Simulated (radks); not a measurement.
Problem. The cerium ion Ce26+, 32 electrons, occupied as [Ar] 3d10 4s2 4p2. Method: Dirac Kohn-Sham, PBE, spin-unpolarised, spherical densities, finite nucleus; open shells fill j = l - 1/2 first; Fermi nuclear charge, rms radius 4.8771 fm; computed with a radial shooting solver on a logarithmic mesh with Libxc functionals. Some entries of the table are withheld. Estimate them.

orbital  occ.  eigenvalue (eV)  r(max) (bohr)  <1/r> (bohr^-1)
1s1/2       2        -41082.95        0.01574            63.34
2s1/2       2        -7275.402        0.08915            14.96
2p1/2       2        -6920.122        0.06792            14.93
2p3/2       4        -6472.075        0.07316            13.53
3s1/2       2        -2176.449         0.2531            5.467
3p1/2       2        -2026.808            (1)            5.384
3p3/2       4        -1936.014            (2)            5.035
3d3/2       4        -1677.643         0.2005            4.908
3d5/2       6        -1657.805         0.2036            4.819
4s1/2       2        -968.4609         0.5576            2.543
4p1/2       2        -908.6203         0.5587            2.477
4p3/2       0        -882.1797         0.5771            2.368
4d3/2       0              (3)         0.5694            2.251
4d5/2       0              (4)         0.5746            2.225
5s1/2       0        -547.9479          1.014              (5)

Solution. 
(1) 3p1/2 r(max) (bohr): 0.2395
(2) 3p3/2 r(max) (bohr): 0.2506
(3) 4d3/2 eigenvalue (eV): -783.4071
(4) 4d5/2 eigenvalue (eV): -777.8159
(5) 5s1/2 <1/r> (bohr^-1): 1.469
